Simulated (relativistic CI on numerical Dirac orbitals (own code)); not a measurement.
**Charge states of zinc**

Computed by Dirac-Coulomb-Breit CI, orbitals from a KLI potential per configuration, model QED (radiative potential, 1s self-energy scaled to tabulated hydrogen-like ionisation energies), valence Slater integrals scaled by 0.9 (own radial code, finite nucleus).

Each species is treated in one configuration, given outside its closed core. Radial values are for the open shell of highest l, unscaled and averaged over j; ζ includes the Breit term. Labels give the leading LS character, summed over repeated terms.

| Ion | Configuration | Its lowest level | LS weight (%) | Next level | E (cm⁻¹) | g_J | g√(J(J+1)) | ζ (cm⁻¹) |
| --- | --- | --- | --- | --- | --- | --- | --- | --- |
| Zn24+ | 2s2 2p2 | 3P_0 | 86 | 3P_1 | 156340 |  | 0.00 | 145600 |
| Zn25+ | 2s2 2p | 2P°_1/2 | 100 | 2P°_3/2 | 226710 | 0.659 | 0.57 | 150800 |
| Zn26+ | 2s2 | 1S_0 | 100 |  |  |  | 0.00 |  |
| Zn27+ | 2s | 2S_1/2 | 100 |  |  | 1.995 | 1.73 |  |
| Zn28+ | 1s2 | 1S_0 | 100 |  |  |  | 0.00 |  |
